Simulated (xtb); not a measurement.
Al (SMILES [Al-]), charge -1, triplet (GFN-xTB shapes and energies of metal compounds can be far from the true ones). Base run: GFN2-xTB run with xtb.

The xtb input:
```
$ xtb mol.xyz --gfn 2 --chrg -1 --uhf 2 --json

# file mol.xyz
1

Al     0.00000000     0.00000000     0.00000000
```

Variants of this job, named by their change:

```tsv
change	ΔE vs base (mEh)	SCF cycles
base	0.000	43
acc = 1000	0.000	12
etemp = 1000	-4.244	21
gbsa = water	-83.000	24
etemp = 3000	-49.731	21
```

ALPB and GBSA are two models with their own fitted parameters for each solvent, which aren't always the measured dielectric constant.
